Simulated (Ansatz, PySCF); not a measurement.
C₆H₆O, SMILES C1[C@@H](COC=1)C#C. Atoms are numbered in the order given.

```xyz
13

C      2.2873    -1.3883    -1.0726
C      1.5209    -0.6307    -0.5203
C      0.5984     0.2751     0.1541
C     -0.3788     1.0065    -0.7456
C     -1.5863     0.9290    -0.1815
O     -1.6460     0.2064     0.9594
C     -0.3911    -0.4562     1.0960
H      2.9661    -2.0577    -1.5676
H      1.2046     1.0109     0.7186
H     -0.1095     1.5533    -1.6463
H     -2.5302     1.3772    -0.4949
H     -0.5099    -1.5060     0.7788
H     -0.0912    -0.4322     2.1519
```

Coordinates come from a PBE0-D3(BJ)/def2-SVP optimisation. The structure was generated by enumeration; whether it is a known compound was not checked. One conformer was computed; it need not be the lowest.

Two levels are set side by side: PBE-D3(BJ)/def2-SVP (Ansatz, an electronic-structure program) and PBE0-D3(BJ)/def2-SVP (Ansatz). Each level has its own optimised geometry; the coordinates shown are those of the second. Frequencies come from the Hessian of PySCF at each geometry. Differences are taken from unrounded values.

```json
[
 {"quantity": "mean bond length (Å)", "PBE0-D3(BJ)": "1.262", "PBE-D3(BJ)": "1.272", "PBE-D3(BJ) minus PBE0-D3(BJ)": "0.010"},
 {"quantity": "bond C1–C2 (Å)", "PBE0-D3(BJ)": "1.211", "PBE-D3(BJ)": "1.223", "PBE-D3(BJ) minus PBE0-D3(BJ)": "0.012"},
 {"quantity": "bond C2–C3 (Å)", "PBE0-D3(BJ)": "1.458", "PBE-D3(BJ)": "1.462", "PBE-D3(BJ) minus PBE0-D3(BJ)": "0.003"},
 {"quantity": "bond C3–C4 (Å)", "PBE0-D3(BJ)": "1.516", "PBE-D3(BJ)": "1.527", "PBE-D3(BJ) minus PBE0-D3(BJ)": "0.010"},
 {"quantity": "bond C3–C7 (Å)", "PBE0-D3(BJ)": "1.550", "PBE-D3(BJ)": "1.562", "PBE-D3(BJ) minus PBE0-D3(BJ)": "0.012"},
 {"quantity": "bond C4–C5 (Å)", "PBE0-D3(BJ)": "1.335", "PBE-D3(BJ)": "1.347", "PBE-D3(BJ) minus PBE0-D3(BJ)": "0.012"},
 {"quantity": "bond C5–O6 (Å)", "PBE0-D3(BJ)": "1.352", "PBE-D3(BJ)": "1.364", "PBE-D3(BJ) minus PBE0-D3(BJ)": "0.013"},
 {"quantity": "bond O6–C7 (Å)", "PBE0-D3(BJ)": "1.426", "PBE-D3(BJ)": "1.444", "PBE-D3(BJ) minus PBE0-D3(BJ)": "0.019"},
 {"quantity": "bond C1–H8 (Å)", "PBE0-D3(BJ)": "1.074", "PBE-D3(BJ)": "1.081", "PBE-D3(BJ) minus PBE0-D3(BJ)": "0.007"},
 {"quantity": "bond C3–H9 (Å)", "PBE0-D3(BJ)": "1.108", "PBE-D3(BJ)": "1.118", "PBE-D3(BJ) minus PBE0-D3(BJ)": "0.010"},
 {"quantity": "bond C4–H10 (Å)", "PBE0-D3(BJ)": "1.087", "PBE-D3(BJ)": "1.095", "PBE-D3(BJ) minus PBE0-D3(BJ)": "0.008"},
 {"quantity": "bond C5–H11 (Å)", "PBE0-D3(BJ)": "1.091", "PBE-D3(BJ)": "1.099", "PBE-D3(BJ) minus PBE0-D3(BJ)": "0.008"},
 {"quantity": "bond C7–H12 (Å)", "PBE0-D3(BJ)": "1.103", "PBE-D3(BJ)": "1.112", "PBE-D3(BJ) minus PBE0-D3(BJ)": "0.009"},
 {"quantity": "bond C7–H13 (Å)", "PBE0-D3(BJ)": "1.098", "PBE-D3(BJ)": "1.106", "PBE-D3(BJ) minus PBE0-D3(BJ)": "0.008"},
 {"quantity": "highest harmonic wavenumber (cm⁻¹)", "PBE0-D3(BJ)": "3491", "PBE-D3(BJ)": "3409", "PBE-D3(BJ) minus PBE0-D3(BJ)": "-82"},
 {"quantity": "mean harmonic wavenumber (cm⁻¹)", "PBE0-D3(BJ)": "1369", "PBE-D3(BJ)": "1317", "PBE-D3(BJ) minus PBE0-D3(BJ)": "-52"},
 {"quantity": "zero-point energy (kcal/mol)", "PBE0-D3(BJ)": "64.59", "PBE-D3(BJ)": "62.12", "PBE-D3(BJ) minus PBE0-D3(BJ)": "-2.47"}
]
```

Exact exchange shortens and stiffens bonds; PBE has none. Differences between two approximate levels are no errors against the true value.
